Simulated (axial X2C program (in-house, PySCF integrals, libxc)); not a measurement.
## BeC: bond constants with and without spin–orbit coupling

Calculated with an in-house relativistic program for diatomic molecules. Spin-free means the one-electron spin-free X2C Hamiltonian; two-component (2c) means X2C with spin–orbit coupling and atomic mean-field two-electron Coulomb and Gaunt terms, so the difference of the two also holds small scalar two-electron terms. Basis: C dyall-v3z [7s6p2d1f], Be dyall-cv3z [8s8p3d1f] (cores contracted in-house); Gaussian nuclei, density fitting, unrestricted open shells. Masses: C 12.000 u, Be 9.012 u.

Input file and command:
```json
{"zs": [6, 4], "q": 0, "bas": ["dyall-v3z", "dyall-cv3z"], "levels": ["PBE0", "HF", "BHandHLYP"], "cc": true, "r0": 1.57, "thr": -2.0, "nmax": 90, "npts": 10, "nst": 2, "ntry": 6}
```
```bash
python so2c.py task.json out
```

Keys: zs atomic numbers; q charge; bas basis sets; levels methods; cc coupled cluster on or off; r0 starting distance in Å; thr threshold in hartree for freezing inner shells (an s shell follows its p shell); nmax most natural virtual spinors; npts points on the curve; nst determinants followed; ntry starts of the search. HF also brings MP2.

State, spin-free: M_S = 1, Λ = 0 (beyond evenly filled blocks: π+α, π-α); electrons by block: σα: 4, σβ: 4, π+α: 1, π-α: 1. Fragments: C + Be.

State, 2c: Ω = 1 (⟨Sz⟩ = 1.00, ⟨Lz⟩ = 0.00 at PBE0); electrons by block: 1/2: 4, -1/2: 5, 3/2: 1. Fragments: C + Be.

| Hamiltonian | level | Re (Å) | ωe (cm⁻¹) | Be (cm⁻¹) | De (eV) | μ (D) |
| --- | --- | --- | --- | --- | --- | --- |
| 2c | PBE0 | 1.665 | 930.7 | 1.182 | 2.62 | 1.39 |
| 2c | HF | 1.656 | 969.6 | 1.194 | 2.30 | 0.65 |
| 2c | CCSD | 1.672 | 924.3 | 1.172 | 1.87 | n/a |
| 2c | CCSD(T) | 1.675 | 915.5 | 1.167 | 1.94 | n/a |
| 2c | BHandHLYP | 1.654 | 945.2 | 1.198 | 2.19 | 1.31 |

Spin-free values that have a 2c row agree with it to the digits that matter (0.001 Å, 0.01 eV) and are not repeated.

Correlated methods: 6 electrons correlated (number of frozen shells: C 1 s; Be 1 s), 151 virtual spin orbitals or spinors in MP2, 72 natural virtuals in coupled cluster.

Dipoles are positive if Be is the positive end.

The state is one determinant whose occupation by symmetry is held fixed; it was picked as the lowest of a PBE0 search that is not exhaustive. Dissociation energies refer to the lowest single-determinant-based atoms at the same level and basis. Density functionals use the spin component along the axis (collinear). CCSD and (T) use frozen natural virtuals with an MP2 correction for the truncation; (T) itself is uncorrected, so its De runs slightly low. In 2c an atomic determinant is not the ground J level, so De misses part of the atomic spin–orbit lowering. This holds for PBE0, CCSD, CCSD(T), BHandHLYP. Other states lie close and PBE0, whose exact exchange favours high spin, may order them wrongly; the determinant shown need not be the ground state. The nearest other 2c determinant of the search, Ω = 2, lies 0.21 eV up at the distance of the search. Without a current term, density functionals place determinants with orbital angular momentum somewhat too high. With several unpaired electrons one determinant need not be a pure state. Open-shell Ω = 0 determinants with evenly filled partner blocks cannot be reached by this program, so the Ω shown need not be the lowest component. This is the Ω = 1 component of a π² triplet; the 0⁺ component is not one determinant and can lie lowest. The determinant is spin-polarised beyond a pure state at some levels (its spin-free form has ⟨S²⟩ too high), which makes Re and μ there less reliable. The T1 diagnostic is large, a sign of multireference character.

No reliable constants came from MP2 (2c), MP2 (spin-free): no minimum in range, unconverged points, a curve that is not smooth, a change of character along it, or the two Hamiltonians disagreeing along it.

Rough cost a point (2c) on 1 thread(s) of a shared host, integrals apart: PBE0 0.25 s, HF 0.08 s, CCSD(T) 0.8 s, BHandHLYP 0.25 s.

The whole task took 34 s on 1 thread of Arm Neoverse V2 (shared host).
